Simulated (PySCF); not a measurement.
CH₆GeOTe. Atoms are numbered in the order given.

```xyz
10

Te     0.2478    -0.8813     0.3017
O     -1.5539    -0.9070    -0.6804
C     -2.6690    -0.4869     0.0848
H     -2.5993     0.5751     0.4208
H     -3.5512    -0.5758    -0.5866
H     -2.8545    -1.1191     0.9844
Ge     0.6941     1.5904    -0.3215
H      1.9614     2.0454     0.4513
H      0.9175     1.7382    -1.8482
H     -0.5243     2.4482     0.1093
```
Charge 0, spin multiplicity 1.

Geometry optimised at PBE-D3(BJ)/def2-SVP. The structure was generated by enumeration, and PubChem lists no compound with its InChIKey, so it may never have been made. The def2 effective core potentials stand for the cores of Te; spin–orbit coupling is left out. Other conformers were not sampled.

Calculation: M06-2X/def2-TZVP run with PySCF.

ESP charges are fitted to the potential on shells at 1.4 to 2.0 van der Waals radii. Atomic charges (e):

| atom | ESP fit | Mulliken |
|---|---|---|
| Te1 | 0.10 | 0.12 |
| O2 | -0.29 | -0.48 |
| C3 | -0.09 | -0.21 |
| H4 | 0.04 | 0.13 |
| H5 | 0.11 | 0.14 |
| H6 | 0.08 | 0.14 |
| Ge7 | -0.08 | 0.08 |
| H8 | 0.05 | 0.03 |
| H9 | 0.04 | 0.03 |
| H10 | 0.05 | 0.03 |
